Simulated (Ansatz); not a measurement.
`BC(C)(C)O` and `BC(C)(C)F` differ in one atom or group.

Ansatz, PBE0-D4/def2-TZVP geometries, multiplicity 1. Each molecule was computed in one conformer, which needn't be the lowest.

```json
{"property": "HOMO energy (B3LYP/def2-TZVPP) / eV", "`BC(C)(C)O`": "-7.55"}
{"property": "size of the dipole moment (PBE/def2-TZVPP) / D", "`BC(C)(C)O`": "2.63"}
{"property": "HOMO–LUMO gap (PBE/def2-TZVPP) / eV", "`BC(C)(C)O`": "5.94"}
{"property": "LUMO energy (B3LYP/def2-TZVPP) / eV", "`BC(C)(C)O`": "0.13"}
{"property": "size of the dipole moment (ωB97M-V/def2-TZVPP) / D", "`BC(C)(C)O`": "2.62"}
{"property": "LUMO energy (PBE0/def2-TZVPP) / eV", "`BC(C)(C)O`": "0.47"}
```

(1) What does the change do to each property? (An estimate is asked.)

Results:

(1) Computed: 
| property | `BC(C)(C)F` | shift |
| --- | --- | --- |
| HOMO energy (B3LYP/def2-TZVPP) / eV | -8.22 | -0.67 |
| size of the dipole moment (PBE/def2-TZVPP) / D | 1.79 | -0.84 |
| HOMO–LUMO gap (PBE/def2-TZVPP) / eV | 4.20 | -1.74 |
| LUMO energy (B3LYP/def2-TZVPP) / eV | -1.91 | -2.04 |
| size of the dipole moment (ωB97M-V/def2-TZVPP) / D | 1.88 | -0.74 |
| LUMO energy (PBE0/def2-TZVPP) / eV | -1.66 | -2.13 |

With PBE0 the HOMO falls by 0.69 eV and the LUMO falls by 2.13 eV, so the gap narrows by about 1.44 eV. PBE moves the HOMO by -0.49 eV and ωB97M-V by -0.72 eV. The zero-point energy changes by -37.8 kJ/mol with -3 modes. Dipoles are sizes alone; their direction can turn.

B3LYP here is the variant with VWN-RPA as its local correlation; programs differ in this.
